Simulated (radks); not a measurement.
Q: The mean radii <r> (bohr) of the occupied orbitals of an atom or ion are listed with their occupations. Method: Dirac Kohn-Sham, relativistic LDA (MacDonald-Vosko exchange, VWN5 correlation), spin-unpolarised, spherical densities, finite nucleus; Fermi nuclear charge, rms radius of each element as measured or else 0.836 A^(1/3) + 0.57 fm; computed with a radial shooting solver on a logarithmic mesh with Libxc functionals.

| orbital | occ. | <r> |
|---|---|---|
| 1s1/2 | 2 | 0.02853 |
| 2s1/2 | 2 | 0.1226 |
| 2p1/2 | 2 | 0.1035 |
| 2p3/2 | 4 | 0.1089 |
| 3s1/2 | 2 | 0.3308 |
| 3p1/2 | 2 | 0.3209 |
| 3p3/2 | 4 | 0.3321 |
| 3d3/2 | 4 | 0.3025 |
| 3d5/2 | 6 | 0.3060 |
| 4s1/2 | 2 | 0.7636 |
| 4p1/2 | 2 | 0.7907 |
| 4p3/2 | 4 | 0.8138 |
| 4d3/2 | 4 | 0.8840 |
| 4d5/2 | 1 | 0.8913 |

Name the element and its charge. Open shells, if any, fill j = l - 1/2 first.

A: Z = 51, antimony, charge +10: Sb10+ in [Kr] 4d5. The 1s radius gives Z: for a bare nucleus <r> = (2 gamma + 1)/(2Z) with gamma = sqrt(1 - (Z/c)^2), 0.028 bohr for Z = 51, and screening makes it slightly larger (0.02853 here). The occupations add up to 41, and the charge is Z minus that.
